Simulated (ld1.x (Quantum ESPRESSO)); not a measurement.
## C (Z = 6): excitation energies, all-electron against RRKJ

C, norm-conserving RRKJ (Kleinman–Bylander form), made with ld1.x (Quantum ESPRESSO) 7.5 (Wu–Cohen, non-relativistic). Core [He], reference 2s2 2p0.5 (charge +1.5). Waves: 2s (bound): rc 0.90 bohr; 2p (bound): rc 1.65 bohr; 3d channel at 0.3 Ry: rc 1.70 bohr. Local part: all-electron potential smoothed inside 1.50 bohr (lloc = -1). Core correction: a·sin(br)/r model core inside 0.65 bohr. rho0 = 0.02.

Energies are relative to the spin-unpolarised reference configuration 2s2 2p0.5; without spin polarisation the order of configurations can differ from experiment.

```
valence configuration  charge  ΔE all-electron (eV)  error AE − PS (meV)
              2s2 2p2       0               -21.020                  +41
              2s2 2p1      +1               -10.201                  +10
            2s2 2p1.5    +0.5               -17.077                  +28
              2s0 2p4       0                -4.168                  +94
              2s1 2p2      +1                -1.500                  +30
```

Task: What are ΔE and the potential's error for 2s2 2p0?

Result: ΔE = 13.875 eV all-electron; the error (AE − PS) is +21 meV.

Task: What are ΔE and the potential's error for 2s1 2p0?

Result: ΔE = 61.899 eV all-electron; the error (AE − PS) is +118 meV.
